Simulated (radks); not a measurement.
Results of a calculation; reference values are marked as such.
Problem. Tc I, 43 electrons, occupied as [Ar] 3d10 4s2 4p5 4d5 5s2 5d1 (not the ground configuration). Level of theory: scalar-relativistic Kohn-Sham, BP86, spin-polarised, spherical densities, finite nucleus; open shells are filled with parallel spins first (spin-orbit coupling, left out, can overturn this in heavy ions); Fermi nuclear charge, rms radius 4.4112 fm (a radial shooting solver on a logarithmic mesh with Libxc functionals). Some entries of the table are withheld. Estimate them.

| orbital | occ. | eigenvalue (eV) | r(max) (bohr) | <r^2> (bohr^2) |
|---|---|---|---|---|
| 1s up | 1 | -20884.18 | 0.02228 | 0.001586 |
| 1s down | 1 | -20884.00 | 0.02228 | 0.001586 |
| 2s up | 1 | -2989.141 | 0.1262 | 0.02638 |
| 2s down | 1 | -2988.313 | 0.1262 | 0.02637 |
| 2p up | 3 | -2676.535 | 0.1008 | 0.02076 |
| 2p down | 3 | -2675.818 | 0.1008 | 0.02075 |
| 3s up | 1 | -529.6047 | 0.3722 | 0.1976 |
| 3s down | 1 | -529.0140 | 0.3723 | 0.1974 |
| 3p up | 3 | -427.0144 | 0.3656 | 0.2016 |
| 3p down | 3 | -426.3476 | 0.3657 | 0.2014 |
| 3d up | 5 | -260.9965 | 0.3112 | 0.1911 |
| 3d down | 5 | -260.0851 | 0.3115 | 0.1905 |
| 4s up | 1 | -84.6756 | 0.9472 | (1) |
| 4s down | 1 | -79.9906 | 0.9415 | (2) |
| 4p up | 3 | -56.3219 | 1.018 | 1.525 |
| 4p down | 2 | -51.4780 | 1.012 | 1.529 |
| 4d up | 5 | -16.0899 | 1.230 | 2.828 |
| 4d down | 0 | -11.7055 | 1.237 | 3.228 |
| 5s up | 1 | -10.1698 | 2.482 | (3) |
| 5s down | 1 | -8.6662 | 2.621 | (4) |
| 5d up | 1 | -0.8270 | 7.623 | 89.03 |

Solution. 
(1) 4s up <r^2> (bohr^2): 1.247
(2) 4s down <r^2> (bohr^2): 1.239
(3) 5s up <r^2> (bohr^2): 9.255
(4) 5s down <r^2> (bohr^2): 10.48
